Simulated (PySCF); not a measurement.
Identify the unknown among the candidates.

All candidates are C7H10N2.

* Dipole: 2.54 D [PBE0/pcSseg-1]
* 13C NMR: chemical shifts (computed TMS as zero) by class: 141.5 (1 C), 140.9 (1 C), 111.0 (1 C), 31.0 (1 C), 13.0 (1 C), 9.1 (2 C) ppm [GIAO PBE0/pcSseg-1]
* Rotational structure: rotational constants A, B, C: 2.953, 1.450, 1.058 GHz [GFN2-xTB]
* NMR, other nuclei: isotropic shieldings of nuclei other than C and H, by class: -62 (1 N), 32 (1 N) ppm [GIAO PBE0/pcSseg-1]
* 1H NMR: chemical shifts (computed TMS as zero) by class: 7.35 (1 H), 6.08 (1 H), 3.25 (1 H), 2.47 (3 H), 1.53 (2 H), 0.82 (2 H) ppm [GIAO PBE0/pcSseg-1]

Electronic properties: PySCF, gas phase, density fitting. Levels stand in brackets. Isolated species at its GFN2-xTB geometry (one conformer only). NMR values are class means; diastereotopic atoms form classes of their own.

Task: Which candidate is it?
A. `CCNc1ccccn1`
B. `Cc1cncn1C1CC1`
C. `CN(C)c1ccccn1`
D. `Cc1ccnn1C1CC1`

Result: D. It is `Cc1ccnn1C1CC1`. Numbering: `[CH3:1][c:2]1[cH:3][cH:4][n:5][n:6]1[CH:7]1[CH2:8][CH2:9]1`. Its formula, C7H10N2, gives 4 degrees of unsaturation: 2 rings and 2 π bonds in the structure found (Kekulé form). 7 carbons fall into 6 classes; from least to most shielded: substituted aromatic carbon [C2] (141.5 ppm), aromatic CH next to a ring nitrogen [C4] (140.9 ppm), aromatic CH carbon [C3] (111.0 ppm), ring sp3 carbon bound to nitrogen [C7] (31.0 ppm), benzylic-type carbon [C1] (13.0 ppm), three-membered-ring carbon [C8/C9] (9.1 ppm, 2 C, up to 3.8 ppm apart in this geometry). Hydrogen classes from least to most shielded: 1 H on an aromatic CH next to a ring nitrogen, C4 (7.35 ppm), 1 H on an aromatic CH carbon, C3 (6.08 ppm), 1 H on an sp3 carbon bound to nitrogen, C7 (3.25 ppm), 3 H on a benzylic-type carbon, C1 (2.47 ppm), 2 H on 2 three-membered-ring carbons, C8/C9 (1.53 ppm, a mean of values up to 1.3 ppm apart in this geometry), 2 H on 2 three-membered-ring carbons, C8/C9 (0.82 ppm). The other shieldings belong to: -62 ppm, pyridine-type nitrogen [N5]; 32 ppm, pyrrole-type nitrogen [N6]. The optimised geometry has point group C1 and is an asymmetric top.

The others, at the same levels:
- `CN(C)c1ccccn1` fails: its computed 13C shifts are 160.8 (1 C), 154.6 (1 C), 143.6 (1 C), 114.4 (1 C), 105.3 (1 C), 36.5 (2 C) ppm, 1H shifts are 8.46 (1 H), 7.69 (1 H), 6.56 (1 H), 6.25 (1 H), 3.35 (6 H) ppm and rotational constant A is 3.620 GHz (against 2.953 GHz).
- `Cc1cncn1C1CC1` fails: its computed 13C shifts are 138.7 (1 C), 133.5 (1 C), 132.8 (1 C), 27.2 (1 C), 12.5 (1 C), 8.4 (2 C) ppm, 1H shifts are 7.13 (1 H), 6.97 (1 H), 3.07 (1 H), 2.38 (3 H), 0.94 (2 H), 0.86 (2 H) ppm and dipole moment is 4.43 D (against 2.54 D).
- `CCNc1ccccn1` fails: it has 7 carbon classes against 6; its computed 13C shifts are 162.1 (1 C), 155.1 (1 C), 143.2 (1 C), 115.9 (1 C), 111.4 (1 C), 37.6 (1 C), 18.0 (1 C) ppm, 1H shifts are 8.41 (1 H), 7.60 (1 H), 6.55 (1 H), 6.30 (1 H), 3.96 (2 H), 3.64 (1 H), 1.06 (3 H) ppm and rotational constant A is 4.001 GHz (against 2.953 GHz).

Each candidate is one conformer, not necessarily the lowest. Dipoles, sizes and rotational constants follow the conformer. The torsions of the flexible species, by atom-mapped SMILES:
- `[CH3:1][c:2]1[cH:3][cH:4][n:5][n:6]1[CH:7]1[CH2:8][CH2:9]1`: N5–N6–C7–C8 53°
- `[CH3:1][N:2]([CH3:3])[c:4]1[cH:5][cH:6][cH:7][cH:8][n:9]1`: C1–N2–C4–C5 1°
- `[CH3:1][c:2]1[cH:3][n:4][cH:5][n:6]1[CH:7]1[CH2:8][CH2:9]1`: C5–N6–C7–C8 -36°
- `[CH3:1][CH2:2][NH:3][c:4]1[cH:5][cH:6][cH:7][cH:8][n:9]1`: C1–C2–N3–C4 -85°, C2–N3–C4–C5 167°
